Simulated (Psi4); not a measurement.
C₄H₁₂O₂Si, triplet, at the geometry of the source list (a higher spin typed on purpose: for a closed-shell molecule this is an excited state); BLYP/STO-3G run with Psi4.

Input for Psi4:
```
memory 2 GB

molecule {
0 3
C    -1.94590000   -1.39060000    0.63670000
O    -0.61890000   -0.95920000    0.69300000
Si    0.08070000    0.34400000   -0.01650000
C    -0.67850000    1.98930000    0.54080000
C     0.01830000    0.16000000   -1.91570000
O     1.59490000    0.39160000    0.56900000
C     2.54260000   -0.63650000    0.62760000
H    -2.02320000   -2.30800000    1.22120000
H    -2.25080000   -1.59430000   -0.39240000
H    -2.61670000   -0.63810000    1.05870000
H    -1.71260000    2.06540000    0.21830000
H    -0.14440000    2.83910000    0.13110000
H    -0.66130000    2.08130000    1.62220000
H     0.47580000   -0.77320000   -2.23740000
H     0.54630000    0.96850000   -2.41190000
H    -1.00220000    0.16450000   -2.28970000
H     3.47000000   -0.21140000    1.01520000
H     2.19990000   -1.43250000    1.29280000
H     2.72610000   -1.05990000   -0.36300000
}

set {
  basis sto-3g
  reference uks
}

energy('blyp')
print_variables()
```

What the program printed (banner, timings and long lists left out):

```
   => Loading Basis Set <=

    Name: STO-3G
    Role: ORBITAL
    Keyword: BASIS

         ---------------------------------------------------------
                                   SCF
               by Justin Turney, Rob Parrish, Andy Simmonett
                          and Daniel G. A. Smith
                              UKS Reference
         ---------------------------------------------------------

  ==> Geometry <==

    Molecular point group: c1
    Full point group: C1

    Geometry (in Angstrom), charge = 0, multiplicity = 3:

       Center              X                  Y                   Z               Mass
    ------------   -----------------  -----------------  -----------------  -----------------
         C           -2.080048055788    -1.408207288813     0.492997784097    12.000000000000
         O           -0.753048055788    -0.976807288813     0.549297784097    15.994914619570
         SI          -0.053448055788     0.326392711187    -0.160202215903    27.976926534650
         C           -0.812648055788     1.971692711187     0.397097784097    12.000000000000
         C           -0.115848055788     0.142392711187    -2.059402215903    12.000000000000
         O            1.460751944212     0.373992711187     0.425297784097    15.994914619570
         C            2.408451944212    -0.654107288813     0.483897784097    12.000000000000
         H           -2.157348055788    -2.325607288813     1.077497784097     1.007825032230
         H           -2.384948055788    -1.611907288813    -0.536102215903     1.007825032230
         H           -2.750848055788    -0.655707288813     0.914997784097     1.007825032230
         H           -1.846748055788     2.047792711187     0.074597784097     1.007825032230
         H           -0.278548055788     2.821492711187    -0.012602215903     1.007825032230
         H           -0.795448055788     2.063692711187     1.478497784097     1.007825032230
         H            0.341651944212    -0.790807288813    -2.381102215903     1.007825032230
         H            0.412151944212     0.950892711187    -2.555602215903     1.007825032230
         H           -1.136348055788     0.146892711187    -2.433402215903     1.007825032230
         H            3.335851944212    -0.229007288813     0.871497784097     1.007825032230
         H            2.065751944212    -1.450107288813     1.149097784097     1.007825032230
         H            2.591951944212    -1.077507288813    -0.506702215903     1.007825032230

  Running in c1 symmetry.

  Rotational constants: A =      0.07803  B =      0.05491  C =      0.04795 [cm^-1]
  Rotational constants: A =   2339.29147  B =   1646.10229  C =   1437.53614 [MHz]
  Nuclear repulsion =  419.974229689976653

  Charge       = 0
  Multiplicity = 3
  Electrons    = 66
  Nalpha       = 34
  Nbeta        = 32

  ==> Algorithm <==

  SCF Algorithm Type is DF.
  DIIS enabled.
  MOM disabled.
  Fractional occupation disabled.
  Guess Type is SAD.
  Energy threshold   = 1.00e-06
  Density threshold  = 1.00e-06
  Integral threshold = 1.00e-12

  ==> Primary Basis <==

  Basis Set: STO-3G
    Blend: STO-3G
    Number of shells: 35
    Number of basis functions: 51
    Number of Cartesian functions: 51
    Spherical Harmonics?: true
    Max angular momentum: 1

  ==> DFT Potential <==

   => LibXC <=

    Version 7.1.2
    S. Lehtola, C. Steigemann, M. J. T. Oliveira, and M. A. L. Marques,  SoftwareX 7, 1–5 (2018) (10.1016/j.softx.2017.11.002)

   => Composite Functional: BLYP <=

    BLYP GGA Exchange-Correlation Functional

    P.J. Stephens et. al., J. Phys. Chem., 98, 11623-11627, 1994
    B. Miehlich et. al., Chem. Phys. Lett., 157(3), 200-206 1989

    Deriv               =              1
    GGA                 =           TRUE
    Meta                =          FALSE

    Exchange Hybrid     =          FALSE
    MP2 Hybrid          =          FALSE

   => Exchange Functionals <=

    1.0000     XC_GGA_X_B88

   => Correlation Functionals <=

    1.0000     XC_GGA_C_LYP

   => LibXC Density Thresholds  <==

    XC_GGA_C_LYP:  1.00E-14
    XC_GGA_X_B88:  1.00E-15

   => Molecular Quadrature <=

    Radial Scheme          =       TREUTLER
    Pruning Scheme         =           NONE
    Nuclear Scheme         =       TREUTLER

    Blocking Scheme        =         OCTREE
    BS radius alpha        =              1
    Pruning alpha          =              1
    Radial Points          =             75
    Spherical Points       =            302
    Total Points           =         400747
    Total Blocks           =           2975
    Max Points             =            256
    Max Functions          =             48
    Weights Tolerance      =       1.00E-15

   => Loading Basis Set <=

    Name: (STO-3G AUX)
    Role: JKFIT
    Keyword: DF_BASIS_SCF

  ==> Integral Setup <==

  SCF_SUBTYPE=INCORE selected. In-core MEM_DF algorithm will be used.
  Using in-core AOs.

  ==> MemDFJK: Density-Fitted J/K Matrices <==

    J tasked:                   Yes
    K tasked:                    No
    wK tasked:                   No
    Algorithm:                 Core
    Schwarz Cutoff:           1E-12
    Mask sparsity (%):       2.0761
    Fitting Condition:        1E-10

   => Auxiliary Basis Set <=

  Basis Set: (STO-3G AUX)
    Blend: DEF2-UNIVERSAL-JKFIT
    Number of shells: 260
    Number of basis functions: 798
    Number of Cartesian functions: 937
    Spherical Harmonics?: true
    Max angular momentum: 4

  Minimum eigenvalue in the overlap matrix is 2.2710175400E-01.
  Reciprocal condition number of the overlap matrix is 9.6906655461E-02.
    Using symmetric orthogonalization.

  ==> Pre-Iterations <==

  SCF Guess: Superposition of Atomic Densities via on-the-fly atomic UHF (no occupation information).

   -------------------------
    Irrep   Nso     Nmo
   -------------------------
     A         51      51
   -------------------------
    Total      51      51
   -------------------------

[...]
   @DF-UKS iter  46:  -591.69357714540911   -3.80802e-03   5.98139e-03 DIIS/ADIIS
   @DF-UKS iter  47:  -591.69457155180442   -9.94406e-04   5.93026e-03 DIIS/ADIIS
   @DF-UKS iter  48:  -591.68815846901703    6.41308e-03   6.08152e-03 DIIS/ADIIS
   @DF-UKS iter  49:  -591.69782417090175   -9.66570e-03   5.76006e-03 DIIS/ADIIS
   @DF-UKS iter  50:  -591.68072285940207    1.71013e-02   6.29361e-03 DIIS/ADIIS
   @DF-UKS iter  51:  -591.68039985897065    3.23000e-04   6.33584e-03 DIIS/ADIIS
   @DF-UKS iter  52:  -591.68380206855932   -3.40221e-03   6.26642e-03 DIIS/ADIIS
   @DF-UKS iter  53:  -591.71147062093439   -2.76686e-02   5.57182e-03 DIIS/ADIIS
   @DF-UKS iter  54:  -591.74172878908962   -3.02582e-02   4.33219e-03 DIIS/ADIIS
   @DF-UKS iter  55:  -591.70388729541423    3.78415e-02   5.66267e-03 DIIS/ADIIS
   @DF-UKS iter  56:  -591.68667292933128    1.72144e-02   6.14260e-03 DIIS/ADIIS
   @DF-UKS iter  57:  -591.68371726661462    2.95566e-03   6.24908e-03 DIIS/ADIIS
   @DF-UKS iter  58:  -591.67634990633201    7.36736e-03   6.42932e-03 DIIS/ADIIS
   @DF-UKS iter  59:  -591.68051816911418   -4.16826e-03   6.33954e-03 DIIS/ADIIS
   @DF-UKS iter  60:  -591.77930024227908   -9.87821e-02   2.00416e-03 DIIS/ADIIS
   @DF-UKS iter  61:  -591.77249774584061    6.80250e-03   2.78717e-03 DIIS/ADIIS
   @DF-UKS iter  62:  -591.77654410467505   -4.04636e-03   2.40171e-03 DIIS/ADIIS
   @DF-UKS iter  63:  -591.73791654091087    3.86276e-02   4.59895e-03 DIIS/ADIIS
   @DF-UKS iter  64:  -591.74021957770924   -2.30304e-03   4.51813e-03 DIIS/ADIIS
   @DF-UKS iter  65:  -591.74589253179442   -5.67295e-03   4.29222e-03 DIIS/ADIIS
   @DF-UKS iter  66:  -591.72784597206362    1.80466e-02   4.94780e-03 DIIS/ADIIS
   @DF-UKS iter  67:  -591.71084704982115    1.69989e-02   5.44389e-03 DIIS/ADIIS
   @DF-UKS iter  68:  -591.71082775240143    1.92974e-05   5.44430e-03 DIIS/ADIIS
   @DF-UKS iter  69:  -591.71438347963510   -3.55573e-03   5.35073e-03 DIIS/ADIIS
   @DF-UKS iter  70:  -591.72631258107913   -1.19291e-02   4.99624e-03 DIIS/ADIIS
   @DF-UKS iter  71:  -591.70094194442743    2.53706e-02   5.70991e-03 DIIS/ADIIS
   @DF-UKS iter  72:  -591.71610592172385   -1.51640e-02   5.22960e-03 DIIS/ADIIS
   @DF-UKS iter  73:  -591.75925613638583   -4.31502e-02   3.66806e-03 DIIS/ADIIS
   @DF-UKS iter  74:  -591.70602909067770    5.32270e-02   5.60469e-03 DIIS/ADIIS
   @DF-UKS iter  75:  -591.70769181863204   -1.66273e-03   5.56246e-03 DIIS/ADIIS
   @DF-UKS iter  76:  -591.72618871516750   -1.84969e-02   5.04989e-03 DIIS/ADIIS
   @DF-UKS iter  77:  -591.71241405021101    1.37747e-02   5.47376e-03 DIIS/ADIIS
   @DF-UKS iter  78:  -591.72709429185807   -1.46802e-02   5.02193e-03 DIIS/ADIIS
   @DF-UKS iter  79:  -591.73336438947058   -6.27010e-03   4.78926e-03 DIIS/ADIIS
   @DF-UKS iter  80:  -591.72295603800808    1.04084e-02   5.15393e-03 DIIS/ADIIS
   @DF-UKS iter  81:  -591.72195708183006    9.98956e-04   5.21347e-03 DIIS/ADIIS
   @DF-UKS iter  82:  -591.77646303834922   -5.45060e-02   2.48997e-03 DIIS/ADIIS
   @DF-UKS iter  83:  -591.69330074528693    8.31623e-02   5.95713e-03 DIIS/ADIIS
   @DF-UKS iter  84:  -591.76633558295578   -7.30348e-02   3.20963e-03 DIIS/ADIIS
   @DF-UKS iter  85:  -591.74089546688174    2.54401e-02   4.45627e-03 DIIS/ADIIS
   @DF-UKS iter  86:  -591.70859088986970    3.23046e-02   5.50728e-03 DIIS/ADIIS
   @DF-UKS iter  87:  -591.70595083475098    2.64006e-03   5.57883e-03 DIIS/ADIIS
   @DF-UKS iter  88:  -591.70719397761491   -1.24314e-03   5.54093e-03 DIIS/ADIIS
   @DF-UKS iter  89:  -591.71099363455573   -3.79966e-03   5.43098e-03 DIIS/ADIIS
   @DF-UKS iter  90:  -591.75893661182658   -4.79430e-02   3.67656e-03 DIIS/ADIIS
   @DF-UKS iter  91:  -591.71082769274074    4.81089e-02   5.46288e-03 DIIS/ADIIS
   @DF-UKS iter  92:  -591.70219201613850    8.63568e-03   5.70281e-03 DIIS/ADIIS
   @DF-UKS iter  93:  -591.70277577236891   -5.83756e-04   5.69211e-03 DIIS/ADIIS
   @DF-UKS iter  94:  -591.72799812285234   -2.52224e-02   4.95807e-03 DIIS/ADIIS
   @DF-UKS iter  95:  -591.72826427632799   -2.66153e-04   4.79062e-03 DIIS/ADIIS
   @DF-UKS iter  96:  -591.72703876741309    1.22551e-03   4.81899e-03 DIIS/ADIIS
   @DF-UKS iter  97:  -591.74480490513020   -1.77661e-02   4.35329e-03 DIIS/ADIIS
   @DF-UKS iter  98:  -591.78878782478023   -4.39829e-02   7.56039e-04 DIIS/ADIIS
   @DF-UKS iter  99:  -591.71860184818775    7.01860e-02   5.25327e-03 DIIS/ADIIS
   @DF-UKS iter 100:  -591.71937940246960   -7.77554e-04   5.22888e-03 DIIS/ADIIS

PsiException: Could not converge SCF iterations in 100 iterations.

  Failed to converge.

Traceback (most recent call last):
  File "psi4", line 375, in <module>
  File "<string>", line 40, in <module>
  File "site-packages/psi4/driver/driver.py", line 533, in energy
  File "site-packages/psi4/driver/procrouting/proc.py", line 2760, in run_scf
  File "site-packages/psi4/driver/procrouting/proc.py", line 2047, in scf_helper
  File "site-packages/psi4/driver/procrouting/scf_proc/scf_iterator.py", line 93, in scf_compute_energy
  File "site-packages/psi4/driver/procrouting/scf_proc/scf_iterator.py", line 86, in scf_compute_energy
  File "site-packages/psi4/driver/procrouting/scf_proc/scf_iterator.py", line 609, in scf_iterate

psi4.driver.p4util.exceptions.SCFConvergenceError: Could not converge SCF iterations in 100 iterations.

Printing out the relevant lines from the Psithon --> Python processed input file:
    H     2.72610000   -1.05990000   -0.36300000
    """)
    core.IO.set_default_namespace("")
    core.set_global_option("BASIS", "sto-3g")
    core.set_global_option("REFERENCE", "uks")
--> energy('blyp')
    print_variables()

!-------------------------------------------------------!
!                                                       !
!  Could not converge SCF iterations in 100 iterations. !
!                                                       !
!-------------------------------------------------------!
```

Convergence was not reached.
